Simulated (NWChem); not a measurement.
Species: GaHI2; SMILES [GaH]([I])[I]

def2 effective core potentials on I; no spin-orbit coupling.

Q: Give the equilibrium geometry at PBE0/def2-SVP with def2 effective core potentials on I (NWChem) as a Z-matrix, with the point group.

A: point group C2v; any orientation.
```
Ga
H 1 1.5564
I 1 2.4805 2 121.18
I 1 2.4805 2 121.18 3 180.00
```
